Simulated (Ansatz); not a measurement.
ClH7OSi3 (`O[Si]([SiH3])([SiH3])Cl`), relaxed with RKS PBE0-D4/def2-TZVP in the Gaussian-basis code of Ansatz from a PBE-D4/def2-SVP geometry. The force threshold is 0.005 eV/Å; the program also tests the step.

The species carries charge 0 and has multiplicity 1.

Start:

```xyz
12

O    -1.232   -1.433   -0.936
Si   -0.149   -0.185   -0.613
Si   -1.146    1.558    0.624
Si    1.747   -1.187    0.343
Cl    0.483    0.741   -2.401
H    -2.084   -1.151   -1.314
H    -0.146    2.659    0.845
H    -1.637    1.059    1.957
H    -2.318    2.104   -0.152
H     2.331   -2.191   -0.612
H     1.389   -1.866    1.638
H     2.762   -0.111    0.620
```

(1) By how much does the energy fall, and how many steps does the optimiser take? (An estimate is asked.)

(2) Which bonds change most? (An estimate is asked.)

(3) Give the relaxed structure. (An estimate is asked.)

Answers

(1) Computed: 0.05 eV, in 9 steps.

(2) Computed: O1–Si2 from 1.684 to 1.646 Å; Si2–Cl5 from 2.111 to 2.079 Å; Si3–H9 from 1.507 to 1.489 Å; Si4–H11 from 1.505 to 1.487 Å.

(3) The calculation gave: 
```xyz
12

O    -1.215   -1.390   -0.943
Si   -0.151   -0.177   -0.618
Si   -1.131    1.554    0.627
Si    1.727   -1.181    0.351
Cl    0.459    0.719   -2.393
H    -2.041   -1.161   -1.375
H    -0.160    2.667    0.795
H    -1.544    1.061    1.969
H    -2.335    2.057   -0.091
H     2.311   -2.179   -0.584
H     1.351   -1.849    1.625
H     2.729   -0.121    0.637
```
